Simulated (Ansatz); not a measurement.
Relaxation of C₂H₃BO (7 atoms, charge 0, multiplicity 1), to a largest force component of 0.02 eV/Å in at most 40 steps.

Level of theory: RKS B3LYP-D4/def2-SVP in Ansatz.

```xyz
7
Properties=species:S:1:pos:R:3
B -0.929 0.877 -0.413
C 0.131 -0.010 0.057
C 1.092 -0.787 0.499
O 0.301 -1.702 0.033
H -1.897 0.476 -0.923
H -0.742 2.018 -0.238
H 2.043 -0.872 0.985
```

Q: Where does it end, and by what steps?

A: It converged. The force dipped under the threshold on the way, but the program's further checks kept it going. After 36 steps the energy has fallen by 1.741 eV; H6 moved furthest, 1.47 Å. Parted: B1–H6, C2–O4. Joined: C2–H6.

| step | energy less start (eV) | largest force component (eV/Å) | accepted |
| --- | --- | --- | --- |
| 0 | 0.0000 | 1.414 | yes |
| 2 | -0.2021 | 1.385 | yes |
| 4 | -0.4094 | 0.831 | yes |
| 6 | -0.4914 | 0.283 | yes |
| 8 | -0.4942 | 0.029 | yes |
| 10 | -0.4942 | 0.068 | no |
| 12 | -0.4945 | 0.097 | yes |
| 14 | -0.4947 | 0.079 | yes |
| 16 | -0.4993 | 0.165 | yes |
| 18 | -0.4411 | 1.356 | no |
| 20 | -0.5957 | 0.808 | yes |
| 22 | -0.9013 | 1.582 | yes |
| 24 | -1.1983 | 2.572 | yes |
| 26 | -1.3743 | 1.677 | yes |
| 28 | -1.5600 | 0.412 | yes |
| 30 | -1.6853 | 1.119 | yes |
| 32 | -1.7353 | 0.287 | yes |
| 34 | -1.7404 | 0.063 | yes |
| 36 | -1.7407 | 0.003 | yes |

```xyz
7
Properties=species:S:1:pos:R:3
B -1.216 0.519 -0.581
C 0.032 0.531 0.052
C 0.783 -0.699 0.350
O 0.416 -1.827 0.089
H -2.272 0.521 -1.116
H 0.491 1.483 0.347
H 1.767 -0.527 0.859
```

Time of the run: 4 min on 1 thread of Intel(R) Xeon(R) Processor @ 2.50GHz (Skylake/Cascade Lake), on a shared host, peak memory 0.15 GiB.
